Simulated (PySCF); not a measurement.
Si(CCH)(Me)(OH)2 (C₃H₆O₂Si), SMILES C#C[Si](C)(O)O.

Coordinates come from a B3LYP-D3(BJ)/def2-SVP optimisation. This is a generated structure with no PubChem entry under its InChIKey; it may be hypothetical. The values are those of a single conformer.

The numbers are results of r2SCAN/def2-TZVP (PySCF), not measurements.

```json
{
  "total_energy": "-557.88590 hartree",
  "highest_occupied_level": "-7.20 eV",
  "lowest_empty_level": "-0.73 eV",
  "orbital_gap": "6.46 eV",
  "dipole_moment": "0.29 D",
  "quadrupole, principal values (traceless, Buckingham form, about the centre of nuclear charge)": "-11.65, 0.54, 11.12 D·Å",
  "mean_static_polarisability": "63.0 bohr³ (9.34 Å³)",
  "polarisability_principal_values": "51.6, 55.7, 81.6 bohr³"
}
```
